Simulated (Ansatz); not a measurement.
Be₃Te₂⁺, relaxed as a doublet with UKS PBE-D4/def2-SVP in Ansatz, starting from the GFN1-xTB geometry. Force threshold 0.02 eV/Å.

In the def2 sets Te takes a core potential; there is no spin–orbit coupling. The structure comes from a short search, and lower isomers may exist.

Start:

```xyz
5

Be   -0.9101    1.1186    0.2151
Be   -0.3753   -1.0799   -0.9087
Be    1.2832   -0.0370    0.6929
Te   -0.7964   -0.9208    1.4256
Te    0.7986    0.9191   -1.4249
```

Estimate the energy that the relaxation releases and the steps that it takes.

16.6 kJ/mol, in 5 steps; 7 s on 4 threads of Arm Neoverse V2 on a shared host. No frequencies were taken in this run, so the end may be a saddle point.

Does the start keep its bonding and symmetry?

By distances, no bond broke or formed. The bond that changes most is Be2–Te4, from 2.38 to 2.36 Å (atoms count from 1). Point group D3h at the start, D3h at the end, both within 0.05 Å.

Predict the relaxed structure.


```
atom   x (Å)   y (Å)   z (Å)
 Be1  -0.835   1.027   0.196
 Be2  -0.342  -0.991  -0.832
 Be3   1.177  -0.036   0.635
 Te4  -0.828  -0.956   1.480
 Te5   0.828   0.956  -1.480
```
Bond lengths (bridged metal pairs left out): 6 × Be–Te 2.36 Å.
